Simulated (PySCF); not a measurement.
A geometry optimisation, step by step.

Compound: C₄H₆N₂O₂Si.
Bonds: O1–C2 (double), C2–O3, O3–C4, C4–C5 (aromatic), C5–N6 (aromatic), N6–C7 (aromatic), C7–N8 (aromatic), N8–Si9, C4–N8 (aromatic). Hydrogens: H10 on C2; H11 on C5; H12 on C7; H13, H14, H15 on Si9.

Method: PBE0-D3(BJ)/def2-SVP geometry optimisation, gas phase (PySCF 2.14.0); density fitting, grid level 1; the optimiser is geomeTRIC in internal coordinates, started from a GFN2-xTB structure with every atom displaced at random (about 0.01 Å). 11 of its 13 geometries are shown. The frame can shift and turn from step to step; on so coarse a grid that alone can change the energy by a few meV, and forces under 0.02 eV/Å are noise.

Step 0: E = -19170.5587 eV, largest atomic force 1.635 eV/Å
```
atom  x, y, z in Å  |  force x, y, z in eV/Å
O1      0.766   -2.199    0.153   -0.898   0.072  -0.099
C2      1.752   -1.523    0.198    1.248  -0.782   0.177
O3      1.860   -0.224    0.110    0.869  -0.018   0.177
C4      0.860    0.634   -0.100   -1.541   0.455  -0.305
C5      0.964    1.953   -0.420    0.033   0.285   0.069
N6     -0.269    2.510   -0.557    0.321   0.211  -0.097
C7     -1.093    1.534   -0.331   -0.359   0.477  -0.096
N8     -0.495    0.353   -0.047    0.557  -0.817   0.317
Si9    -1.434   -1.133    0.328   -0.234   0.493  -1.095
H10     2.750   -1.972    0.342    0.153   0.129  -0.022
H11     1.855    2.527   -0.525    0.851   0.436  -0.136
H12    -2.161    1.642   -0.357   -0.676  -0.088   0.024
H13    -1.110   -1.596    1.632    0.279  -0.683   1.120
H14    -1.481   -1.969   -0.874   -0.063  -0.473  -0.082
H15    -2.779   -0.553    0.441   -0.540   0.304   0.048
```

Step 1: E = -19170.7527 eV, largest atomic force 0.600 eV/Å
```
atom  x, y, z in Å  |  force x, y, z in eV/Å
O1      0.778   -2.766   -0.313   -0.002  -0.230  -0.013
C2      1.787   -2.120   -0.248   -0.385   0.454  -0.077
O3      1.842   -0.796   -0.326   -0.038   0.082  -0.032
C4      0.763    0.019   -0.568    0.386  -0.297   0.194
C5      0.883    1.347   -0.875   -0.050  -0.001  -0.076
N6     -0.361    1.892   -1.004    0.003   0.022   0.024
C7     -1.194    0.920   -0.765   -0.050  -0.049   0.025
N8     -0.579   -0.289   -0.476   -0.146   0.010  -0.156
Si9    -1.594   -1.755   -0.142    0.223  -0.087   0.330
H10     2.803   -2.524   -0.112    0.114  -0.079   0.026
H11     1.805    1.914   -1.004   -0.036  -0.028   0.004
H12    -2.282    1.007   -0.777    0.031  -0.026   0.001
H13    -1.271   -2.368    1.176   -0.065   0.157   0.001
H14    -1.632   -2.797   -1.189   -0.005   0.111  -0.229
H15    -2.932   -1.094   -0.058    0.021  -0.039  -0.023
```

Step 2: E = -19170.7114 eV, largest atomic force 1.181 eV/Å
```
atom  x, y, z in Å  |  force x, y, z in eV/Å
O1      0.735   -2.817   -0.394   -0.137   0.724   0.065
C2      1.708   -2.124   -0.265    1.054  -0.530   0.067
O3      1.830   -0.805   -0.301   -0.655  -0.011  -0.055
C4      0.781    0.036   -0.548   -0.331   0.114  -0.043
C5      0.873    1.361   -0.879    0.208   0.128  -0.010
N6     -0.377    1.895   -1.008    0.078   0.011  -0.049
C7     -1.202    0.916   -0.763    0.291  -0.100   0.061
N8     -0.560   -0.274   -0.465   -0.295  -0.218   0.000
Si9    -1.537   -1.753   -0.119   -0.040  -0.268  -0.072
H10     2.717   -2.539   -0.089    0.056  -0.073   0.012
H11     1.786    1.938   -1.021    0.001   0.026   0.001
H12    -2.290    0.982   -0.778    0.013  -0.010   0.010
H13    -1.230   -2.331    1.214   -0.004   0.072   0.034
H14    -1.529   -2.771   -1.197   -0.203   0.128  -0.063
H15    -2.890   -1.125   -0.066   -0.034   0.005   0.041
```

Step 4: E = -19170.7707 eV, largest atomic force 0.238 eV/Å
```
atom  x, y, z in Å  |  force x, y, z in eV/Å
O1      0.782   -2.777   -0.371   -0.062   0.112   0.061
C2      1.775   -2.110   -0.260    0.188  -0.146  -0.020
O3      1.840   -0.789   -0.310   -0.066  -0.097   0.055
C4      0.766    0.016   -0.554    0.027   0.106  -0.005
C5      0.878    1.342   -0.879   -0.060  -0.015  -0.003
N6     -0.369    1.882   -1.007    0.008  -0.033  -0.012
C7     -1.195    0.906   -0.760   -0.069   0.038   0.010
N8     -0.577   -0.295   -0.465    0.059   0.058  -0.048
Si9    -1.579   -1.758   -0.121    0.056  -0.122  -0.056
H10     2.791   -2.518   -0.097   -0.050   0.015  -0.009
H11     1.795    1.911   -1.018    0.019   0.007   0.002
H12    -2.282    0.982   -0.772   -0.020   0.004   0.001
H13    -1.285   -2.347    1.208    0.043   0.027   0.017
H14    -1.607   -2.757   -1.218   -0.038   0.077  -0.017
H15    -2.917   -1.099   -0.056   -0.034  -0.030   0.024
```

Step 5: E = -19170.7661 eV, largest atomic force 0.443 eV/Å
```
atom  x, y, z in Å  |  force x, y, z in eV/Å
O1      0.731   -2.719   -0.337    0.102  -0.431   0.027
C2      1.761   -2.109   -0.250   -0.203   0.262  -0.010
O3      1.841   -0.790   -0.314    0.355   0.025   0.027
C4      0.773    0.020   -0.558   -0.149   0.045  -0.013
C5      0.874    1.346   -0.886    0.002   0.030   0.018
N6     -0.375    1.882   -1.005    0.039   0.019  -0.028
C7     -1.199    0.903   -0.754    0.077  -0.042  -0.004
N8     -0.569   -0.294   -0.467   -0.061   0.096   0.009
Si9    -1.556   -1.767   -0.128    0.102  -0.130  -0.053
H10     2.764   -2.553   -0.093   -0.103   0.056  -0.035
H11     1.788    1.920   -1.029    0.016   0.017   0.001
H12    -2.286    0.973   -0.760   -0.016   0.009   0.002
H13    -1.246   -2.358    1.196   -0.039   0.001   0.035
H14    -1.584   -2.739   -1.249   -0.080   0.038   0.008
H15    -2.902   -1.127   -0.045   -0.043   0.004   0.017
```

Step 6: E = -19170.7758 eV, largest atomic force 0.150 eV/Å
```
atom  x, y, z in Å  |  force x, y, z in eV/Å
O1      0.757   -2.751   -0.330    0.037  -0.145   0.003
C2      1.770   -2.110   -0.250   -0.084   0.078   0.017
O3      1.840   -0.790   -0.316    0.146  -0.021   0.008
C4      0.769    0.018   -0.559   -0.078   0.047  -0.014
C5      0.874    1.344   -0.886   -0.012   0.012   0.021
N6     -0.374    1.883   -1.004    0.010   0.005  -0.020
C7     -1.200    0.906   -0.753    0.042  -0.014  -0.018
N8     -0.574   -0.294   -0.468    0.002   0.053   0.014
Si9    -1.565   -1.765   -0.130    0.072  -0.097  -0.025
H10     2.781   -2.535   -0.096   -0.056   0.035  -0.025
H11     1.789    1.916   -1.028    0.010   0.010   0.003
H12    -2.287    0.980   -0.759   -0.011   0.006   0.002
H13    -1.257   -2.358    1.194   -0.015   0.002   0.019
H14    -1.599   -2.736   -1.251   -0.034   0.032   0.003
H15    -2.910   -1.121   -0.045   -0.030  -0.003   0.013
```

Step 7: E = -19170.7777 eV, largest atomic force 0.090 eV/Å
```
atom  x, y, z in Å  |  force x, y, z in eV/Å
O1      0.761   -2.761   -0.331   -0.011  -0.006   0.020
C2      1.767   -2.107   -0.250    0.029   0.025  -0.061
O3      1.838   -0.787   -0.316    0.019  -0.035   0.022
C4      0.766    0.023   -0.557    0.003   0.008   0.042
C5      0.872    1.351   -0.880    0.011  -0.037  -0.023
N6     -0.376    1.885   -1.008   -0.009  -0.014   0.026
C7     -1.199    0.906   -0.757   -0.070  -0.003  -0.014
N8     -0.575   -0.293   -0.465    0.027   0.079  -0.034
Si9    -1.560   -1.771   -0.127    0.028  -0.037   0.000
H10     2.780   -2.526   -0.110    0.002  -0.002   0.019
H11     1.788    1.924   -1.019   -0.002  -0.002   0.001
H12    -2.287    0.978   -0.768   -0.005   0.001   0.003
H13    -1.249   -2.366    1.195   -0.005   0.006   0.003
H14    -1.601   -2.733   -1.253   -0.016   0.010  -0.012
H15    -2.909   -1.134   -0.033   -0.003   0.007   0.007
```

Step 8: E = -19170.7776 eV, largest atomic force 0.076 eV/Å
```
atom  x, y, z in Å  |  force x, y, z in eV/Å
O1      0.772   -2.765   -0.320   -0.030   0.028  -0.048
C2      1.774   -2.104   -0.252    0.020  -0.011   0.057
O3      1.840   -0.785   -0.318   -0.022   0.000  -0.023
C4      0.766    0.025   -0.556   -0.037   0.013   0.006
C5      0.867    1.352   -0.881   -0.013   0.012   0.001
N6     -0.383    1.883   -1.003   -0.005   0.034  -0.013
C7     -1.207    0.904   -0.754    0.075  -0.008  -0.008
N8     -0.576   -0.292   -0.465   -0.024  -0.061   0.015
Si9    -1.555   -1.776   -0.132   -0.006   0.021   0.037
H10     2.789   -2.517   -0.107    0.020  -0.009  -0.015
H11     1.781    1.927   -1.022   -0.008   0.003   0.002
H12    -2.295    0.974   -0.762    0.007  -0.002   0.005
H13    -1.239   -2.379    1.186   -0.005  -0.004  -0.007
H14    -1.612   -2.721   -1.271    0.024  -0.015  -0.007
H15    -2.904   -1.139   -0.020    0.005  -0.001  -0.002
```

Step 10: E = -19170.7781 eV, largest atomic force 0.043 eV/Å
```
atom  x, y, z in Å  |  force x, y, z in eV/Å
O1      0.773   -2.756   -0.354    0.009   0.005   0.017
C2      1.775   -2.098   -0.259   -0.003  -0.004  -0.043
O3      1.839   -0.778   -0.310   -0.002  -0.001   0.025
C4      0.763    0.029   -0.550    0.006  -0.003  -0.002
C5      0.862    1.356   -0.877   -0.028  -0.008  -0.003
N6     -0.390    1.882   -1.004   -0.009   0.025   0.004
C7     -1.210    0.900   -0.754    0.034   0.002  -0.010
N8     -0.577   -0.293   -0.462   -0.006  -0.017   0.010
Si9    -1.550   -1.781   -0.127   -0.007   0.006  -0.011
H10     2.789   -2.513   -0.113    0.001   0.001   0.008
H11     1.774    1.934   -1.016   -0.004   0.002   0.001
H12    -2.298    0.967   -0.764    0.001  -0.001   0.001
H13    -1.231   -2.382    1.190    0.011  -0.005  -0.003
H14    -1.601   -2.729   -1.265   -0.003  -0.001   0.002
H15    -2.901   -1.148   -0.016    0.003  -0.002   0.004
```

Step 11: E = -19170.7782 eV, largest atomic force 0.033 eV/Å
```
atom  x, y, z in Å  |  force x, y, z in eV/Å
O1      0.777   -2.752   -0.362    0.015  -0.007   0.011
C2      1.777   -2.093   -0.263   -0.005  -0.001  -0.030
O3      1.839   -0.773   -0.308    0.003   0.004   0.020
C4      0.761    0.032   -0.548    0.025  -0.007  -0.005
C5      0.856    1.359   -0.874   -0.002  -0.009   0.000
N6     -0.396    1.883   -1.002   -0.004  -0.009   0.012
C7     -1.213    0.898   -0.752   -0.032   0.001  -0.009
N8     -0.578   -0.295   -0.461    0.010   0.026   0.001
Si9    -1.547   -1.785   -0.128   -0.003   0.002  -0.005
H10     2.792   -2.508   -0.116   -0.004   0.004   0.003
H11     1.767    1.939   -1.012    0.000   0.001   0.001
H12    -2.301    0.962   -0.762   -0.004  -0.001   0.000
H13    -1.221   -2.388    1.187    0.006  -0.004  -0.002
H14    -1.598   -2.732   -1.267   -0.006   0.003   0.001
H15    -2.899   -1.157   -0.011    0.001  -0.002   0.002
```

Step 12: E = -19170.7783 eV, largest atomic force 0.024 eV/Å
```
atom  x, y, z in Å  |  force x, y, z in eV/Å
O1      0.781   -2.753   -0.365    0.007   0.001   0.005
C2      1.780   -2.092   -0.266   -0.005  -0.006  -0.017
O3      1.839   -0.772   -0.308   -0.006   0.017   0.015
C4      0.760    0.032   -0.548    0.008  -0.005  -0.005
C5      0.854    1.360   -0.873    0.016   0.007  -0.003
N6     -0.399    1.884   -1.000    0.004  -0.015   0.010
C7     -1.215    0.897   -0.752   -0.021  -0.006  -0.003
N8     -0.578   -0.295   -0.461   -0.002   0.005   0.001
Si9    -1.546   -1.786   -0.128   -0.004   0.005  -0.001
H10     2.795   -2.505   -0.117    0.001   0.003  -0.001
H11     1.764    1.941   -1.011    0.000   0.001   0.001
H12    -2.303    0.960   -0.761   -0.003  -0.002   0.000
H13    -1.219   -2.390    1.186    0.007  -0.004  -0.003
H14    -1.598   -2.733   -1.267   -0.003   0.001  -0.001
H15    -2.899   -1.158   -0.009    0.002  -0.003   0.003
```

Problem. Summarise the path.

Solution. The energy falls by 5.06 kcal/mol from step 0 to step 12; nine tenths of that is first reached at step 3. It rises by more than 0.2 meV at steps 2 and 5. The largest force goes from 1.635 to 0.024 eV/Å. Among the bonds Si9–H13 changes most, from 1.421 to 1.483 Å; the atoms move by 0.079 Å rms after alignment.

Problem. Follow the three bonds and two angles with the largest change from start to end.

Solution. 
```csv
step,E above end (kcal/mol),largest force (eV/Å),Si9–H13 (Å),O3–C4 (Å),C7–N8 (Å),H13–Si9–H14 (°),N8–Si9–H14 (°)
0,5.06,1.635,1.421,1.335,1.354,125.1,108.5
1,0.59,0.600,1.488,1.374,1.387,110.1,117.0
2,1.54,1.181,1.484,1.367,1.385,112.6,114.8
3,0.42,0.329,1.487,1.369,1.385,110.9,116.1
4,0.17,0.238,1.483,1.364,1.383,113.5,114.5
5,0.28,0.443,1.482,1.363,1.383,114.7,113.8
6,0.06,0.150,1.483,1.364,1.383,114.7,113.8
7,0.01,0.090,1.483,1.365,1.383,115.0,113.8
8,0.01,0.076,1.483,1.366,1.383,115.6,113.7
9,0.00,0.021,1.483,1.366,1.383,115.5,113.7
10,0.00,0.043,1.483,1.366,1.383,115.5,113.7
11,0.00,0.033,1.483,1.366,1.382,115.4,113.8
12,0.00,0.024,1.483,1.366,1.383,115.4,113.8
```

What follows is the cost of the whole optimisation. On an Arm Neoverse N1 with one thread, shared host with 64 logical CPUs at a one-minute load of 58, this took 4.6 min wall and 0.66 GiB of memory at its peak.
